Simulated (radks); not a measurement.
Question: All-electron atom: Rh in [Kr] 4d7 5s2 (not the ground configuration). All-electron calculation, scalar-relativistic Kohn-Sham, BLYP, spin-polarised, spherical densities, point nucleus; open shells are filled with parallel spins first (spin-orbit coupling, left out, can overturn this in heavy ions). Program: a radial shooting solver on a logarithmic mesh with Libxc functionals. Some entries of the table are withheld. Estimate them.

orbital  occ.  eigenvalue (eV)  <1/r> (bohr^-1)  <r> (bohr)
1s down     1        -23046.46            47.05     0.03263
1s up       1        -23046.46            47.05     0.03263
2s up       1        -3344.577            10.65      0.1419
2s down     1        -3344.107            10.65      0.1419
2p up       3        -2998.054            10.32      0.1237
2p down     3        -2997.697            10.32      0.1237
3s up       1        -600.3926            3.710      0.3908
3s down     1        -600.1471            3.709      0.3908
3p up       3        -486.5454            3.533      0.3906
3p down     3        -486.2671            3.533      0.3906
3d up       5        -304.4797            3.307      0.3705
3d down     5        -304.0507            3.307      0.3704
4s up       1              (1)            1.405      0.9774
4s down     1              (2)            1.410      0.9756
4p up       3         -54.5757              (3)       1.075
4p down     3         -52.4509              (4)       1.075
4d up       5          -9.3329           0.9051       1.496
4d down     2          -7.4152           0.8870       1.543
5s up       1          -5.5108           0.4199       3.067
5s down     1          -4.9599           0.4016       3.192

Answer: 
(1) 4s up eigenvalue (eV): -86.7845
(2) 4s down eigenvalue (eV): -84.7370
(3) 4p up <1/r> (bohr^-1): 1.258
(4) 4p down <1/r> (bohr^-1): 1.261
